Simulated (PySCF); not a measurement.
H4P, SMILES [PH4+], charge +1. Heavy atoms are numbered as in [PH4+:1]. Hydrogens are named by the atom that carries them.

The structure is a stationary point at B3LYP-D3(BJ)/def2-TZVPD. The isomer is the one that the SMILES or the coordinates give; other isomers of the formula were not compared.

These are PBE0/pcSseg-2 in PySCF values and carry that method's errors.

GIAO shieldings, no solvent; atoms alike by connectivity are averaged. δ = σ(ref) − σ: ³¹P against PH3 (σ = 579.7 ppm); ¹H against TMS (σ = 31.54 ppm), references at their B3LYP-D3(BJ)/def2-TZVP geometries, non-relativistic.

Computed chemical shifts:
| nucleus | atoms | count | δ (ppm) |
|---|---|---|---|
| ³¹P | P1 (PH4) | 1 | 140.6 |
| ¹H | H on P1 | 4 | 6.13 |
